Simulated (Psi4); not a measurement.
C$_{2}$H$_{6}$S, charge +1, doublet, geometry from GFN2-xTB (a state made from the parent by changing its charge; the spin is typed, not shown lowest); B3LYP/def2-SVP run with Psi4.

Input for Psi4:
```
memory 2 GB

molecule mol {
1 2
  C     1.280893    0.211694    0.683356
  S     0.014998    0.283227   -0.566551
  C    -1.303907   -0.646300    0.186007
  H     1.542266   -0.823657    0.904808
  H     2.157716    0.740657    0.316898
  H     0.932316    0.678877    1.605392
  H    -0.984868   -1.671282    0.379763
  H    -2.153038   -0.652327   -0.493589
  H    -1.596275   -0.196255    1.135370
}

set basis def2-svp
set reference uks

energy('b3lyp')
print_variables()
```

Q: Write the output that Psi4 gives for this input, abridged.

A: 
```
   => Loading Basis Set <=

    Name: DEF2-SVP
    Role: ORBITAL
    Keyword: BASIS

         ---------------------------------------------------------
                                   SCF
               by Justin Turney, Rob Parrish, Andy Simmonett
                          and Daniel G. A. Smith
                              UKS Reference
         ---------------------------------------------------------

  ==> Geometry <==

    Molecular point group: c1
    Full point group: C1

    Geometry (in Angstrom), charge = 1, multiplicity = 2:

       Center              X                  Y                   Z               Mass
    ------------   -----------------  -----------------  -----------------  -----------------
         C            1.279269806285     0.181041475979     0.744670981507    12.000000000000
         S            0.013374806285     0.252574475979    -0.505236018493    31.972071174400
         C           -1.305530193715    -0.676952524021     0.247321981507    12.000000000000
         H            1.540642806285    -0.854309524021     0.966122981507     1.007825032230
         H            2.156092806285     0.710004475979     0.378212981507     1.007825032230
         H            0.930692806285     0.648224475979     1.666706981507     1.007825032230
         H           -0.986491193715    -1.701934524021     0.441077981507     1.007825032230
         H           -2.154661193715    -0.682979524021    -0.432274018493     1.007825032230
         H           -1.597898193715    -0.226907524021     1.196684981507     1.007825032230

  Running in c1 symmetry.

  Rotational constants: A =      0.63650  B =      0.25070  C =      0.19280 [cm^-1]
  Rotational constants: A =  19081.70707  B =   7515.79071  C =   5779.87223 [MHz]
  Nuclear repulsion =  111.919609956079881

  Charge       = 1
  Multiplicity = 2
  Electrons    = 33
  Nalpha       = 17
  Nbeta        = 16

  ==> Algorithm <==

  SCF Algorithm Type is DF.
  DIIS enabled.
  MOM disabled.
  Fractional occupation disabled.
  Guess Type is SAD.
  Energy threshold   = 1.00e-06
  Density threshold  = 1.00e-06
  Integral threshold = 1.00e-12

  ==> Primary Basis <==

  Basis Set: DEF2-SVP
    Blend: DEF2-SVP
    Number of shells: 38
    Number of basis functions: 76
    Number of Cartesian functions: 79
    Spherical Harmonics?: true
    Max angular momentum: 2

  ==> DFT Potential <==

   => LibXC <=

    Version 7.1.2
[...]
      Ntotal   =   33.0000423062 ; deviation = 4.231e-05

   @Spin Contamination Metric:   3.293320137E-03
   @S^2 Expected:                7.500000000E-01
   @S^2 Observed:                7.532933201E-01
   @S   Expected:                5.000000000E-01
   @S   Observed:                5.000000000E-01

    Orbital Energies [Eh]
    ---------------------

    Alpha Occupied:

[...]
    Alpha Virtual:

[...]
    Beta Occupied:

[...]
      16A     -0.573551

    Beta Virtual:

[...]
    Final Occupation by Irrep:
              A
    DOCC [    16 ]
    SOCC [     1 ]
    NA   [    17 ]
    NB   [    16 ]

  @DF-UKS Final Energy:  -477.52874274359118

   => Energetics <=

    Nuclear Repulsion Energy =            111.9196099560798814
    One-Electron Energy =                -868.7244150265213420
    Two-Electron Energy =                 310.3162248987251246
    DFT Exchange-Correlation Energy =     -31.0401625718747916
    Empirical Dispersion Energy =           0.0000000000000000
    VV10 Nonlocal Energy =                  0.0000000000000000
    Total Energy =                       -477.5287427435911809

  UHF NO Occupations:
  HONO-2 :   15  A 1.9998057
  HONO-1 :   16  A 1.9988797
  HONO-0 :   17  A 1.0000000
  LUNO+0 :   18  A 0.0011203
  LUNO+1 :   19  A 0.0001943
  LUNO+2 :   20  A 0.0001669
  LUNO+3 :   21  A 0.0000773

Computation Completed

Properties will be evaluated at   0.000000,   0.000000,   0.000000 [a0]

Properties computed using the SCF density matrix

 Multipole Moments:

 ------------------------------------------------------------------------------------
     Multipole            Electronic (a.u.)      Nuclear  (a.u.)        Total (a.u.)
 ------------------------------------------------------------------------------------

 L = 1.  Multiply by 2.5417464519 to convert [e a0] to [Debye]
 Dipole X            :          0.0899358           -0.1042894           -0.0143537
 Dipole Y            :          1.6983691           -1.9694288           -0.2710597
 Dipole Z            :         -3.3973241            3.9395373            0.5422132
 Magnitude           :                                                    0.6063617

 ------------------------------------------------------------------------------------

  Variable Map:
  ----------------------------------------------------------------------------
[...]
  Array Variable Map:
  ----------------------------------------------------------------------------
[...]
[...]
```
